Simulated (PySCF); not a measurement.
C₃H₅NOSi, SMILES O[Si@@H]1C=CC=N1.

Coordinates come from a PBE0-D3(BJ)/def2-SVP optimisation. The structure was generated by enumeration; whether it is a known compound was not checked. One conformer was computed; it need not be the lowest.

These are M06-2X/def2-TZVP run with PySCF values and carry that method's errors.

Gas-phase values at a fixed geometry.

```yaml
total_energy: -536.81480 hartree
highest_occupied_level: -8.78 eV
lowest_empty_level: -1.24 eV
orbital_gap: 7.55 eV
dipole_moment: 2.88 D
quadrupole, principal values (traceless, Buckingham form, about the centre of nuclear charge): -4.50, 0.59, 3.91 D·Å
mean_static_polarisability: 62.3 bohr³ (9.22 Å³)
polarisability_principal_values: 46.6, 62.5, 77.6 bohr³
```
